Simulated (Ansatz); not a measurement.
`NB[SiH2][SeH]` + `C[SiH2]Br` → `C[SiH2]BN` + `[SeH][SiH2]Br`  (redistribution)

Gas-phase electronic energies from Ansatz, PBE0-D4/def2-TZVP geometries. CCSD(T)/CBS adds triple-zeta CCSD(T) − MP2 to the extrapolated MP2 energy (def2 sets, frozen cores). Functionals use def2-TZVPP. For Br, Se outer-core shells are correlated without core-valence functions, which leaves a few kJ/mol of doubt a bond. Scalar relativity is left out up to krypton. One conformer a species, not always the lowest.

Problem. Is it downhill or uphill in electronic energy at CCSD(T)/CBS, and by how much? (Best estimate.)

Solution. Ansatz gave: Uphill: ΔE = +0.14 eV.

Problem. What do these levels give: r2SCAN-D4, ωB97M-V, MP2/def2-TZVPP, SCS-MP2/def2-TZVPP, HF/CBS(def2), CCSD/CBS(def2)? (Best estimate.)

Solution. Computed: r2SCAN-D4 0.14, ωB97M-V 0.14, MP2/def2-TZVPP 0.15, SCS-MP2/def2-TZVPP 0.15, HF/CBS(def2) 0.18, CCSD/CBS(def2) 0.15 eV.

Largest T1 diagnostic among the species: 0.012.

In def2-TZVPP, CCSD(T) changes the Hartree–Fock value by −0.04 eV (the triples alone add −0.00 eV) and MP2 by −0.04 eV.
